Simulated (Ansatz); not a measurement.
`FC([SiH3])[SeH]` + H₂ → H₂Se + `FC[SiH3]`  (hydrogenolysis of the Se–C bond)

Isolated molecules relaxed with PBE0-D4/def2-TZVP in Ansatz; ΔE leaves out vibrations. CBS: MP2 limit from def2 TZ/QZ plus the TZ coupled-cluster correction, frozen cores. This one scheme is used for every species. DFT in def2-TZVPP. B3LYP here is the variant with VWN-RPA as its local correlation; programs differ in this. For Se outer-core shells are correlated without core-valence functions, which leaves a few kJ/mol of doubt a bond. Scalar relativity is left out up to krypton. Each species was taken in one conformer, which may not be the lowest.

| level | ΔE (kcal/mol) | difference from CCSD(T)/CBS |
| --- | --- | --- |
| PBE-D4 | -10.6 | 1.7 |
| PBE0-D4 | -12.8 | -0.5 |
| B3LYP-D4 | -12.9 | -0.6 |
| r2SCAN | -12.2 | 0.1 |
| B3LYP | -15.8 | -3.5 |
| HF/def2-TZVPP | -21.2 | -8.9 |
| SCS-MP2/def2-TZVPP | -12.8 | -0.5 |
| CCSD/def2-TZVPP | -14.8 | -2.5 |
| HF/CBS(def2) | -21.3 | -9.0 |
| CCSD/CBS(def2) | -14.1 | -1.8 |
| CCSD(T)/CBS | -12.3 | 0 |

Largest T1 diagnostic among the species: 0.011.

In def2-TZVPP, CCSD(T) changes the Hartree–Fock value by +8.2 kcal/mol (the triples alone add +1.8 kcal/mol) and MP2 by +10.2 kcal/mol. The D4 term adds +3.0 kcal/mol with B3LYP and +1.6 kcal/mol with PBE0; it sums over pairs of atoms, weighted by their polarisabilities, and B3LYP, whose exchange is more repulsive, gets the larger term. From PBE to PBE0 (25 % exact exchange), in def2-TZVPP and without D4, ΔE moves by −1.9 kcal/mol.
